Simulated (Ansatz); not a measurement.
Total energies of `CN(C)c1cc2cc3sc(-c4cc5cc6sc(-c7cc8cc9sc(C#N)cc9cc8s7)cc6cc5s4)cc3cc2s1` from Ansatz at PBE0-D4/def2-SVP, gas phase (1 Eh = 27.2114 eV = 2625.5 kJ/mol). The reference geometry is relaxed at PBE-D4/def2-SVP.

```
                state   geometry  energy (Eh)
     charge 0 singlet  reference  -3762.98884
     charge 1 doublet  reference  -3762.75924
    charge -1 doublet  reference  -3763.05304
free C atom (triplet)          –    -37.76066
free N atom (quartet)          –    -54.47898
free S atom (triplet)          –   -397.83788
free H atom (doublet)          –     -0.50029
```

Single mean-field runs in def2-SVP are fitted with def2-universal-jkfit.

Task: Work out the vertical ionisation energy to the doublet.

Result: E(charge 1 doublet) − E(charge 0 singlet) = -3762.75924 − (-3762.98884) = 0.22960 Eh = 6.25 eV. For comparison, −ε of the highest occupied level is 5.27 eV at this level, 0.98 eV less.

Task: Work out the vertical electron affinity, to the doublet.

Result: E(charge 0 singlet) − E(charge -1 doublet) = -3762.98884 − (-3763.05304) = 0.06420 Eh = 1.75 eV. The basis lacks diffuse functions, which makes affinities too small.

Task: Give the fundamental gap IE − EA, the Mulliken electronegativity (IE + EA)/2 and the hardness (IE − EA)/2.

Result: From the values in Eh: IE − EA = 0.22960 − 0.06420 = 0.16540 Eh = 4.50 eV; (IE + EA)/2 = 4.00 eV; (IE − EA)/2 = 2.25 eV. The HOMO–LUMO gap of the same run is 2.66 eV, 1.84 eV smaller than the fundamental gap.

Task: What is the binding energy per atom against free atoms?

Result: Atoms: 33 × (-37.76066) + 2 × (-54.47898) + 6 × (-397.83788) + 18 × (-0.50029) = -3751.09224 Eh. Binding: -3751.09224 − (-3762.98884) = 11.89660 Eh = 323.72 eV, or 5.49 eV for each of 59 atoms (no zero-point energy, no counterpoise term).
